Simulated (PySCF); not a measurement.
# Magnetic susceptibility: SMILES C=CC(=O)NC1CC1, C$_{6}$H$_{9}$NO

Cartesian coordinates in Å; atom numbers follow the order of the lines, from 1:
```xyz
17

C     3.5042    0.1765   -0.3110
C     2.3151   -0.3554   -0.0726
C     1.0921    0.4867   -0.0526
O     1.0952    1.6843   -0.2620
N    -0.0428   -0.2075    0.2227
C    -1.3253    0.4074    0.2961
C    -2.3290   -0.0899    1.2913
C    -2.5356   -0.3390   -0.1766
H     4.4099   -0.4052   -0.3343
H     3.5871    1.2360   -0.4913
H     2.1897   -1.4134    0.1152
H     0.0005   -1.2008    0.3880
H    -1.2461    1.4690    0.1027
H    -2.0548   -0.9302    1.9117
H    -2.9589    0.6295    1.7898
H    -2.4003   -1.3459   -0.5427
H    -3.3081    0.2100   -0.6912
```

Theory: PySCF, GIAO PBE0/pcSseg-1 magnetisability, rotational g tensor and spin-rotation constants, non-relativistic, gas phase. Geometry: GFN2-xTB.

(1) What are the magnetisability and the molar susceptibility?

(2) Split it along the inertial axes a, b, c into diamagnetic and paramagnetic parts about the centre of mass, with the quadrupole moment.

(3) And the rotational g tensor?

Results:

(1) Isotropic -1225 × 10⁻³⁰ J/T², or -73.8 × 10⁻⁶ cm³/mol; principal values -1402, -1234, -1040 × 10⁻³⁰ J/T², anisotropy 314 × 10⁻³⁰ J/T² (root of half the summed squared differences of the principal values). The susceptibility is in cgs units.

(2) 
```csv
axis,χ (10⁻⁶ cm³/mol),diamagnetic (10⁻⁶ cm³/mol),paramagnetic (10⁻⁶ cm³/mol),summed x² of all electrons (Å²),quadrupole Θ (D Å)
a,-70.5,-288.5,218.0,286.5,+7.15
b,-66.4,-1315.9,1249.4,44.4,-1.86
c,-84.4,-1403.7,1319.3,23.7,-5.29
```
Anisotropies 2χaa − χbb − χcc = +9.8 and 2χbb − χaa − χcc = +22.1 × 10⁻⁶ cm³/mol. Θ is traceless in Buckingham's convention.

(3) 
| axis | rotational constant (GHz) | g | nuclear part | electronic part |
| --- | --- | --- | --- | --- |
| a | 6.5819 | -0.0509 | 0.6233 | -0.6742 |
| b | 0.9999 | -0.0072 | 0.5798 | -0.5869 |
| c | 0.9320 | +0.0021 | 0.5798 | -0.5777 |

Asymmetric top; isotopes 12C, 1H, 14N, 16O; no vibrational averaging.
